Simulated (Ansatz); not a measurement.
One change: `[CH2]1O[CH2][GeH2]1` becomes `F[CH]1O[CH2][GeH2]1`.

Ansatz, PBE0-D4/def2-TZVP geometries, multiplicity 1. 

Scalar relativity is left out up to krypton.

| property | `[CH2]1O[CH2][GeH2]1` |
| --- | --- |
| LUMO energy (ωB97M-V/def2-TZVPP) / eV | 1.79 |
| HOMO energy (B3LYP/def2-TZVPP) / eV | -7.10 |
| HOMO–LUMO gap (B3LYP/def2-TZVPP) / eV | 6.90 |
| size of the dipole moment (ωB97M-V/def2-TZVPP) / D | 1.56 |
| HOMO energy (PBE/def2-TZVPP) / eV | -5.76 |
| size of the dipole moment (B3LYP/def2-TZVPP) / D | 1.47 |

**Question.** What does the change do to each property? (Estimate.)

**Answer.** Computed: 
```json
{"property": "LUMO energy (ωB97M-V/def2-TZVPP) / eV", "`F[CH]1O[CH2][GeH2]1`": "1.57", "shift": "-0.22"}
{"property": "HOMO energy (B3LYP/def2-TZVPP) / eV", "`F[CH]1O[CH2][GeH2]1`": "-7.72", "shift": "-0.62"}
{"property": "HOMO–LUMO gap (B3LYP/def2-TZVPP) / eV", "`F[CH]1O[CH2][GeH2]1`": "7.26", "shift": "0.36"}
{"property": "size of the dipole moment (ωB97M-V/def2-TZVPP) / D", "`F[CH]1O[CH2][GeH2]1`": "2.49", "shift": "0.93"}
{"property": "HOMO energy (PBE/def2-TZVPP) / eV", "`F[CH]1O[CH2][GeH2]1`": "-6.54", "shift": "-0.78"}
{"property": "size of the dipole moment (B3LYP/def2-TZVPP) / D", "`F[CH]1O[CH2][GeH2]1`": "2.41", "shift": "0.94"}
```

With PBE0 the HOMO falls by 0.57 eV and the LUMO falls by 0.26 eV, so the gap widens by about 0.31 eV. PBE moves the HOMO by -0.78 eV and ωB97M-V by -0.43 eV. Dipoles are sizes alone; their direction can turn.

B3LYP here is the variant with VWN-RPA as its local correlation; programs differ in this.
